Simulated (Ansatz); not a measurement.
Ni2O (the lowest singlet isomer of a short search) was relaxed with B3LYP-D4 (def2-TZVP) in Ansatz in these states: neutral quintet, neutral triplet. The geometries follow in no particular order.

A:

Cartesian coordinates in Å:
```
Ni -1.1578 -0.4400 0.3004
Ni 0.8422 0.0940 -0.9961
O 0.3155 0.3460 0.6957
```

B:

Cartesian coordinates in Å:
```
Ni -0.072 0.700 -1.026
Ni -0.415 -1.113 0.372
O 0.488 0.412 0.654
```

**Question.** Judge from the bond lengths which geometry belongs to which state (an estimate).

**Answer.** A is the neutral triplet (Ni1–Ni2 2.443 Å, Ni1–O3 1.716 Å, Ni2–O3 1.790 Å); B is the neutral quintet (Ni1–Ni2 2.315 Å, Ni1–O3 1.795 Å, Ni2–O3 1.795 Å).

At PBE0-D4/def2-TZVP a triplet lies 0.39 eV below the neutral quintet. These are the stationary points nearest to one start from a short search; other shapes may lie lower in each state.
